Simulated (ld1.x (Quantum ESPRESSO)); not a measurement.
Before and after: PAW potential for O (Z = 8)

| Quantity | Value |
| --- | --- |
| Element | oxygen |
| Generator | ld1.x (Quantum ESPRESSO) 7.5 |
| Type | PAW |
| Functional | LDA (PZ) |
| Relativity | scalar-relativistic |
| Frozen core | [He] |
| Valence charge | 6 |
| Reference configuration | 2s1 2p5 |
| Partial waves | 2s (bound): rcut 0.60, rcutus 0.75 bohr; 2s channel at -0.95 Ry: rcut 0.60, rcutus 0.75 bohr; 2p (bound): rcut 1.00, rcutus 1.15 bohr; 2p channel at 0.05 Ry: rcut 1.00, rcutus 1.15 bohr; 3d channel at 0.35 Ry: rcut 0.95, rcutus 1.15 bohr; 3d channel at 2.4 Ry: rcut 0.95, rcutus 1.15 bohr |
| Local potential | all-electron potential smoothed inside 0.70 bohr (lloc = -2) |
| Core correction | Bessel-smoothed model core, default radius (core density twice the valence density) |
| Augmentation charge | PSQ, radius 0.60 bohr |

Change: wave 2p channel at 0.05 Ry: rcut 1.00, rcutus 1.15 bohr becomes 2p channel at -0.58 Ry: rcut 1.00, rcutus 1.15 bohr.

Cutoffs: the cutoffs (Ry, on a coarse ladder) from which the occupation-weighted sum of valence levels, in a spherical-Bessel basis at the reference potential, stays within 10 and 1 mRy of its value at 400 Ry; they do not see the model core or the augmentation charge, which bear on the density cutoff. Errors are all-electron minus pseudo energies relative to the spin-unpolarised reference configuration.

Problem. How do hardness, ghosts and transferability respond?

Solution. The potential gets neither clearly harder nor softer (55 Ry and 100 Ry → 55 Ry and 100 Ry); of the 9 tests that both files solve, the error grows in 0 and shrinks in 3 by more than 15 % and 0.3 meV (median size 1.2 → 1.0 meV); neither file shows a bound ghost.

| quantity | base | changed |
| --- | --- | --- |
| cutoff, loose | 55 Ry | 55 Ry |
| cutoff, tight | 100 Ry | 100 Ry |
| bound ghosts | none | none |
| error for 2s2 2p4, meV [ΔE -14.58 eV] | 0.0 | 0.0 |
| error for 2s2 2p3, meV [ΔE 2.00 eV] | -1.6 | -0.8 |
| error for 2s2 2p2, meV [ΔE 35.71 eV] | -9.3 | -6.1 |
| error for 2s2 2p4.3, meV [ΔE -16.76 eV] | +0.2 | +0.3 |
| error for 2s0 2p6, meV [ΔE 14.64 eV] | -1.1 | -1.0 |
| error for 2s2 2p1, meV [ΔE 89.67 eV] | -24 | -19 |
| error for 2s2 2p3.5, meV [ΔE -8.22 eV] | -0.5 | -0.3 |
| error for 2s1 2p5 (spin-polarised), meV [ΔE -1.56 eV] | -1.2 | -1.1 |
| error for 2s2 2p4 (spin-polarised), meV [ΔE -15.99 eV] | -1.2 | -1.1 |
| s: phases at 1.25 bohr within 0.05 rad from the reference energy up to (Ry; the scan ends near 5) | to the end of the scan | to the end of the scan |
| p: phases at 1.25 bohr within 0.05 rad from the reference energy up to (Ry; the scan ends near 5) | to the end of the scan | to the end of the scan |
| d: phases at 1.25 bohr within 0.05 rad from the reference energy up to (Ry; the scan ends near 5) | to the end of the scan | to the end of the scan |
| lowest overlap eigenvalue by channel | s 0.56, p 0.94, d 0.25 | s 0.56, p 0.95, d 0.25 |
